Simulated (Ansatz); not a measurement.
Calculated with Ansatz (gas phase, PBE0-D4/def2-TZVP geometries, no zero-point term in ΔE). CBS: MP2 limit from def2 TZ/QZ plus the TZ coupled-cluster correction, frozen cores. This one scheme is used for every species. DFT in def2-TZVPP. B3LYP here is the variant with VWN-RPA as its local correlation; programs differ in this. For Ti outer-core shells are correlated without core-valence functions, which leaves a few kJ/mol of doubt a bond. Scalar relativity is left out up to krypton. Each species was taken in one conformer, which may not be the lowest.

`O[Si](O)(O)S` + `C[O][Ti]([OH])([O]C)[O]C` → `C[O][Ti]([O]C)([O]C)[O][Si](O)(O)O` + H₂S  (ligand exchange at the Si–S bond)

`O[Si](O)(O)S`:

Z-matrix (Å, degrees):
```
Si
O 1 1.630
O 1 1.634 2 106.4
O 1 1.629 2 106.0 3 -123.6
S 1 2.124 2 115.9 3 117.7
H 2 0.958 1 117.4 3 -47.6
H 3 0.959 1 117.3 2 175.3
H 4 0.960 1 116.0 2 30.2
H 5 1.343 1 93.7 2 78.4
```

`C[O][Ti]([OH])([O]C)[O]C`:

Cartesian coordinates in Å:
```
C 2.287 1.219 -0.840
O 1.578 0.448 0.076
Ti 0.110 -0.540 0.322
O 0.569 -2.248 0.728
O -0.821 -0.542 -1.202
C -1.413 -1.293 -2.211
O -0.870 0.158 1.643
C -1.064 1.226 2.512
H 3.239 0.736 -1.083
H 1.719 1.357 -1.768
H 2.501 2.206 -0.416
H 0.265 -2.797 1.452
H -2.504 -1.221 -2.148
H -1.128 -2.349 -2.139
H -1.101 -0.916 -3.191
H -1.289 0.854 3.518
H -0.172 1.861 2.570
H -1.907 1.841 2.178
```

`C[O][Ti]([O]C)([O]C)[O][Si](O)(O)O`:

Z-matrix (Å, degrees):
```
Ti
C 1 3.026
C 1 3.049 2 109.1
Si 1 3.281 2 96.5 3 146.0
O 1 1.769 2 94.5 3 -116.0
O 1 1.788 2 123.1 3 4.1
O 1 1.780 2 15.4 3 38.1
O 1 1.829 2 108.3 3 134.2
H 2 1.096 1 94.7 3 108.3
H 2 1.095 1 127.6 3 -9.5
H 2 1.095 1 107.1 3 -140.6
H 3 1.096 1 94.4 2 10.7
H 3 1.096 1 110.8 2 -101.0
H 3 1.095 1 124.8 2 126.7
O 4 1.637 1 95.6 2 97.4
O 4 1.635 1 104.4 2 -11.4
O 4 1.637 1 128.7 2 -136.1
C 5 1.393 1 154.4 2 -117.1
H 15 0.958 4 115.8 1 -156.2
H 16 0.958 4 116.0 1 -101.1
H 17 0.958 4 116.2 1 -34.1
H 18 1.095 5 110.1 1 -103.8
H 18 1.094 5 110.4 1 16.8
H 18 1.095 5 109.8 1 136.9
```

H₂S:

Cartesian coordinates in Å:
```
S 0.268 -0.511 -0.226
H 0.723 0.559 0.442
H -0.991 -0.049 -0.217
```

| level | ΔE (kcal/mol) | difference from CCSD(T)/CBS |
| --- | --- | --- |
| PBE-D4 | -16.8 | 4.8 |
| r2SCAN-D4 | -19.4 | 2.2 |
| PBE0-D4 | -18.5 | 3.1 |
| ωB97X-V | -20.1 | 1.5 |
| ωB97M-V | -20.2 | 1.4 |
| r2SCAN | -18.7 | 2.9 |
| PBE0 | -17.1 | 4.5 |
| B3LYP | -19.5 | 2.1 |
| HF/def2-TZVPP | -24.4 | -2.8 |
| SCS-MP2/def2-TZVPP | -22.2 | -0.6 |
| CCSD(T)/def2-TZVPP | -22.7 | -1.1 |
| MP2/def2-QZVPP | -20.9 | 0.7 |
| SCS-MP2/def2-QZVPP | -21.7 | -0.1 |
| HF/CBS(def2) | -25.0 | -3.4 |
| MP2/CBS(def2) | -20.2 | 1.4 |
| CCSD/CBS(def2) | -22.0 | -0.4 |
| CCSD(T)/CBS | -21.6 | 0 |

Largest T1 diagnostic among the species: 0.022, so the coupled-cluster value is less sure than usual.

In def2-TZVPP, CCSD(T) changes the Hartree–Fock value by +1.8 kcal/mol (the triples alone add +0.4 kcal/mol) and MP2 by +3.1 kcal/mol. The D4 term adds −1.9 kcal/mol with B3LYP and −1.4 kcal/mol with PBE0; it sums over pairs of atoms, weighted by their polarisabilities, and B3LYP, whose exchange is more repulsive, gets the larger term. From PBE to PBE0 (25 % exact exchange), in def2-TZVPP and without D4, ΔE moves by −1.7 kcal/mol.
